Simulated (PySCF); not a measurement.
CH6FNOSi2, SMILES N[Si@@H]1OC[Si@@H]1F.

Geometry: PBE0-D3(BJ)/def2-SVP. The structure was generated by enumeration; whether it is a known compound was not checked. The values are those of a single conformer.

Two levels are set side by side: PBE/def2-TZVP (PySCF) and CAM-B3LYP/def2-TZVP (PySCF). Same geometry, gas phase. Differences are taken from unrounded values.

```json
[
 {"quantity": "orbital gap (eV)", "CAM-B3LYP": "9.25"},
 {"quantity": "highest occupied level (eV)", "CAM-B3LYP": "-8.83"},
 {"quantity": "lowest empty level (eV)", "CAM-B3LYP": "0.42"},
 {"quantity": "dipole moment (D)", "CAM-B3LYP": "0.94"},
 {"quantity": "mean polarisability (bohr³)", "CAM-B3LYP": "69.9"}
]
```

Task: What does PBE give, and how far is it from CAM-B3LYP? (An estimate is asked for; the answer gives what the named calculation found.)

Result: 
| quantity | PBE | PBE minus CAM-B3LYP |
|---|---|---|
| orbital gap (eV) | 4.71 | -4.54 |
| highest occupied level (eV) | -6.19 | 2.63 |
| lowest empty level (eV) | -1.48 | -1.90 |
| dipole moment (D) | 1.09 | 0.15 |
| mean polarisability (bohr³) | 74.2 | 4.3 |

PBE's occupied levels lie high since its potential decays too fast outside the molecule; exact exchange lowers them and widens the gap. PBE's more diffuse valence density responds more strongly to a field. Differences between two approximate levels are no errors against the true value.

Rough cost on one machine, each run with all the roots and properties that it gave: CAM-B3LYP against PBE within a factor of 2.
